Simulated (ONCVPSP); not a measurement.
# What one change does to a pseudopotential (caesium, ONCV)

Cs (Z = 55), optimised norm-conserving Vanderbilt (ONCV), made with ONCVPSP 4.0.1 (PBEsol, scalar-relativistic). Core [Kr] 4d10, reference 5s2 5p6 6s1. Waves: 5s+6s: rc 2.90 bohr, ncon 3, nbas 6, qcut 3.8 1/bohr, 2 projectors; 5p: rc 2.30 bohr, ncon 3, nbas 6, qcut 3.6 1/bohr, 2 projectors, debl 1.1 Ha; d scattering state at 0.07 Ha: rc 2.65 bohr, ncon 3, nbas 6, qcut 3.1 1/bohr, 2 projectors, debl 2.9 Ha. Local part: polynomial inside 2.05 bohr (lpopt 5, dvloc0 2 Ha). Core correction: none.

In the d channel the program set the typed energies aside and used 0.050, 2.950 Ha.

All-electron outer shells of the reference configuration (PBEsol, scalar-relativistic, ld1.x):

```
shell  level (eV)  outermost node (bohr)  outermost maximum (bohr)
   5s      -26.79                   0.82                      1.54
   5p      -13.55                   0.89                      1.79
   6s       -2.08                   2.11                      4.80
```

Change: s: rc 2.18.

Cutoffs: the cutoffs (Ha) at which the residual kinetic energy of the hardest occupied pseudo-wave falls to 1 and 0.1 mHa per electron; they do not see the model core or the augmentation charge, which bear on the density cutoff. Errors are all-electron minus pseudo energies relative to the spin-unpolarised reference configuration.

**Question.** What does the change do?

**Answer.** The potential gets harder (4.3 Ha and 19 Ha → 7.0 Ha and 20 Ha); of the 4 tests that both files solve, the error grows in 1 and shrinks in 0 by more than 15 % and 0.3 meV (median size 0.3 → 0.2 meV); neither file shows a bound ghost. A smaller radius makes the pseudo-wave follow the all-electron one further in, where it bends more sharply, so more plane waves are needed.

```csv
quantity,base,changed
"cutoff, loose",4.3 Ha,7.0 Ha
"cutoff, tight",19 Ha,20 Ha
loose cutoff by channel,"s 4.3 Ha, p 4.2 Ha","s 7.0 Ha, p 4.2 Ha"
bound ghosts,none,none
GHOST(+) flags under 300 eV,p at 197.8 eV,p at 197.8 eV
"error for 5s2 5p6 6s0, meV [ΔE 3.79 eV]",-0.3,-0.2
"error for 5s2 5p6 6s0.5, meV [ΔE 1.46 eV]",-0.1,-0.1
"error for 5s2 5p6 6s0 6p1, meV [ΔE 1.35 eV]",-0.2,-0.2
"error for 5s2 5p5 6s1, meV [ΔE 17.89 eV]",-10,-14
p: phases at 2.33 bohr within 0.05 rad from the reference energy up to (Ha; the scan ends near 5),2.0,2.0
d: phases at 2.69 bohr within 0.05 rad from the reference energy up to (Ha; the scan ends near 5),to the end of the scan,to the end of the scan
```
